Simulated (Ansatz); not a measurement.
Ideal-gas functions of `[F][GaH][Cl]` at 600 K and 1 bar, from an Ansatz frequency run at PBE0-D4/def2-TZVP.

Molar mass 125.18 g/mol, point group Cs (symmetry number 1), electronic degeneracy 1, moments of inertia 32.567, 150.559, 183.126 u Å². Harmonic wavenumbers (cm⁻¹, unscaled): 171, 436, 459, 585, 698, 2080.

Use S(trans) = R[1.5 ln M + 2.5 ln T − 1.1517]; rotational temperatures θ = 24.2544 K / I; S(rot) = R[ln(√π/σ · √(T³/θAθBθC)) + 1.5]; for each mode x = 1.438777 ν̃/T, S = R[x/(eˣ − 1) − ln(1 − e⁻ˣ)] and H = RT x/(eˣ − 1); 1 cm⁻¹ = 0.0119627 kJ/mol; R = 8.31446 J/(mol·K).

Q: By hand: the entropy, in J/(mol·K).

A: Translation 183.6. Rotation: θ = 0.7448, 0.1611, 0.1324 K, giving 114.2. Vibration, mode by mode: 15.78, 8.31, 7.92, 6.15, 4.94, 0.34, in all 43.5. Electronic 0.0. Sum 341.3 J/(mol·K).

Q: By hand: H − E and G − E in kJ/mol, counted from the electronic energy.

A: Zero-point energy ½ × 4429 × 0.0119627 = 26.5; thermal vibration 14.0; translation, rotation and pV give 4 RT = 20.0. H − E = 60.5 kJ/mol, and G − E = 60.5 − 600 × 341.3/1000 = -144.3 kJ/mol.

Vibration gives 13 % of the entropy.
